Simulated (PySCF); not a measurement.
An EPR job on `B[B]NC1CC1` [radical].

Computed with UKS B3LYP, pcH-1 on B C H N, non-relativistic, mean-field spin-orbit, GIAO (PySCF 2.14.0). Geometry: GFN2-xTB. The command runs a driver script over a list of jobs; the input below is this job's line of settings and its coordinates in Å.

Command:
```bash
OMP_NUM_THREADS=1 python probes_run.py task.json out
```

Input:
```
{"job": {"kind": "epr", "basis": "pcH-1"}, "charge": 0, "multiplicity": 2}
B      2.688781     0.411709    -0.501564
B      1.560179    -0.080132     0.424284
N      0.552118    -0.506984     1.234402
C     -0.837257    -0.136511     1.184963
C     -1.719146    -0.697675     0.102675
C     -1.326200     0.750785     0.086090
H      2.945277    -0.115027    -1.528783
H      3.367514     1.345822    -0.249394
H      0.712547    -1.214753     1.943341
H     -1.277205    -0.012208     2.170257
H     -2.737696    -0.959416     0.346547
H     -1.258771    -1.345685    -0.627338
H     -0.598359     1.065117    -0.646773
H     -2.072458     1.494486     0.319149
```

Output:
```
UKS, coarse grid
  cycle   1  E = -223.47765550  |g| = 3.12e-01
  cycle   2  E = -223.47969101  |g| = 3.23e-01
  cycle   3  E = -223.53637651  |g| = 3.84e-02
  cycle   4  E = -223.53698981  |g| = 1.77e-02
  cycle   5  E = -223.53716743  |g| = 4.23e-03
  cycle   6  E = -223.53717606  |g| = 2.20e-03
  cycle   7  E = -223.53717904  |g| = 8.63e-04
UKS, final grid
  cycle   1  E = -223.53715593  |g| = 1.32e-03
  cycle   2  E = -223.53715451  |g| = 2.26e-03
  cycle   3  E = -223.53715675  |g| = 9.35e-05
  cycle   4  E = -223.53715676  |g| = 6.22e-05
  cycle   5  E = -223.53715677  |g| = 1.92e-05
E = -223.53715677 Eh   <S^2> = 0.7518 (exact 0.7500)
g shifts (ppm)      1          2          3
  rmc           -74        -74        -74
  gc             21          7         15
  oz_so         -82        -32         70
  total        -135        -99         11
hyperfine (MHz)  atom isotope    a_iso     a_fc   dipolar eigenvalues
    0   11B      -3.78      -3.78    -21.27    -18.84     40.11
    1   11B       5.51       5.51    -30.75    -30.32     61.08
    2   14N      -7.61      -7.61     -1.44      0.52      0.91
    3   13C      40.57      40.57     -2.63     -2.24      4.86
    4   13C      -1.12      -1.12     -0.71     -0.16      0.87
    5   13C       9.41       9.41     -1.41     -0.68      2.09
    6    1H     -25.32     -25.32    -11.39     -0.61     12.00
    7    1H     -25.28     -25.28    -11.39     -0.61     12.00
    8    1H      56.96      56.96     -4.02     -2.38      6.40
    9    1H      -1.68      -1.68     -1.99     -1.38      3.37
   10    1H       2.44       2.44     -0.73     -0.65      1.38
   11    1H       1.38       1.38     -1.53     -1.47      3.00
   12    1H      -0.74      -0.74     -5.15     -2.39      7.54
   13    1H      -0.12      -0.12     -1.39     -0.90      2.29
```

rmc, gc and oz_so are the mass-correction, gauge-correction and orbital-Zeeman/spin–orbit parts of the g shift along its three principal axes; a_iso is the isotropic hyperfine coupling and a_fc its Fermi-contact part. Atoms in this output count from 0.

**Question.** Get g_iso from the total shifts.

**Answer.** Their mean is -74 ppm; added to g_e = 2.002319 it gives 2.00224.

**Question.** How far is ⟨S²⟩ from the pure-spin value?

**Answer.** S = 0.5 gives S(S+1) = 0.75; the run has 0.7518, 0.0018 more.

Main results: ⟨S²⟩ 0.752; g_iso 2.0022.

The structure is a single GFN2-xTB conformer in the gas phase; no vibrational or solvent corrections.

**Question.** How long does this job take on one thread of an Arm Neoverse V1, shared host with 32 logical CPUs at a one-minute load of 11? And the peak memory of the process?

**Answer.** About 35 s (density and orbital grids were written too), with 0.83 GiB resident at the peak, the Python interpreter and its libraries included.
Labels such as C1 count atoms from 1, the log's own numbers from 0.
